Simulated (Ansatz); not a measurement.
`CO[SiH]([SiH3])S` → `CO[SiH3]` + `[SiH]S` at 400 K and 1 bar (silylene formation by 1,1-elimination).

Program: Ansatz. Geometries: PBE0-D4/def2-TZVP. ΔE: electronic, gas phase. CCSD(T)/CBS is the MP2 limit (def2-TZVPP, def2-QZVPP) plus CCSD(T) − MP2 in def2-TZVPP, frozen cores. This one scheme is used for every species. Each species was taken in one conformer, which may not be the lowest.

```json
{"species": "`CO[SiH]([SiH3])S`", "CCSD(T)/CBS energy (Eh)": "-1094.02757", "H − E (kJ/mol)": "269.4", "S (J/(mol·K))": "445.5"}
{"species": "`CO[SiH3]`", "CCSD(T)/CBS energy (Eh)": "-405.93001", "H − E (kJ/mol)": "201.0", "S (J/(mol·K))": "323.1"}
{"species": "`[SiH]S`", "CCSD(T)/CBS energy (Eh)": "-688.02937", "H − E (kJ/mol)": "61.1", "S (J/(mol·K))": "271.5"}
```

H − E and S are ideal-gas, rigid-rotor, harmonic terms from PBE0-D4/def2-TZVP, for one conformer and one mirror image of each species. 1 Eh = 2625.50 kJ/mol, R = 8.31446 J/(mol·K).

Question: By hand: ΔE, ΔH, ΔS and ΔG.

Answer: ΔE = (-405.93001) + (-688.02937) − (-1094.02757) = 0.06819 Eh = 179.0 kJ/mol. Δ(H − E) = 201.0 + 61.1 − 269.4 = -7.3, so ΔH = 171.7 kJ/mol. ΔS = 323.1 + 271.5 − 445.5 = 149.1 J/(mol·K). ΔG = 171.7 − 400 × (149.1)/1000 = 112.1 kJ/mol.

Question: By hand: the equilibrium constant, and the temperature at which ΔG would vanish if ΔH and ΔS stayed fixed.

Answer: log₁₀ K = −ΔG/(RT ln 10) = -14.6. ΔG = 0 at ΔH/ΔS = 1152 K.

The number of gas molecules changes by +1, which sets the sign of ΔS. A doubt of 5 kJ/mol in ΔE shifts log₁₀ K by 0.7 here. Other conformers and mirror images would add mixing entropy, several J/(mol·K) or more a flexible species. These are equilibria of isolated gas molecules and say nothing of rates. Largest T1 diagnostic: 0.016 (customary marks: 0.02 for closed shells, 0.045 for open ones).
